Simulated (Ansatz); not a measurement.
Geometry optimisation, Ansatz, UKS PBE0/STO-3G.

input.yaml

```yaml
crystal:
  periodic: [false, false, false]
  atoms:
    - { symbol: C, position_ang: [-1.23236, 1.16252, -0.71518] }
    - { symbol: Si, position_ang: [-0.167, -0.02066, -0.08809] }
    - { symbol: B, position_ang: [0.68612, -1.60295, 0.41996] }
    - { symbol: F, position_ang: [1.83075, -1.77493, 1.06156] }
    - { symbol: H, position_ang: [-1.11751, 2.23602, -0.67824] }
magnetization:
  spin_polarized: true
  initial_magnetization: 1
basis:
  gaussian: { orbitals: STO-3G }
hamiltonian:
  xc: pbe0
relax:
  f_tol: 0.02
  max_steps: 50
```

Command:

```bash
$ ansatz run input.yaml --threads 1 --pin off --max-ram 2048MiB --backend cpu --events-out ev --progress --plain --runs-dir out
```

Question: Where does it end, and by what steps?

Answer: The forces met the threshold. Limits of this set-up: minimal basis. After 13 steps the energy has fallen by 1.058 eV; Si2 moved furthest, 0.91 Å.

| step | energy less start (eV) | largest force component (eV/Å) | accepted |
| --- | --- | --- | --- |
| 0 | 0.0000 | 3.436 | yes |
| 1 | -0.4395 | 1.534 | yes |
| 2 | -0.7191 | 0.555 | yes |
| 3 | -0.8996 | 0.702 | yes |
| 4 | -1.0158 | 0.743 | yes |
| 5 | -1.0204 | 0.710 | yes |
| 6 | -0.9598 | 0.978 | no |
| 7 | -1.0532 | 0.477 | yes |
| 8 | -1.0558 | 0.286 | yes |
| 9 | -1.0560 | 0.171 | yes |
| 10 | -1.0576 | 0.039 | yes |
| 11 | -1.0578 | 0.024 | yes |
| 12 | -1.0579 | 0.022 | yes |
| 13 | -1.0579 | 0.016 | yes |

```xyz
5
Properties=species:S:1:pos:R:3
C -0.973 0.986 -0.565
Si 0.439 0.581 0.232
B 0.627 -1.282 0.381
F 1.452 -2.144 0.858
H -1.545 1.859 -0.907
```

Whether the end is a true minimum wasn't checked by a vibrational analysis.

Run time: 30 s on 1 thread of Intel(R) Xeon(R) Processor @ 2.70GHz (shared host), peak memory 0.16 GiB.
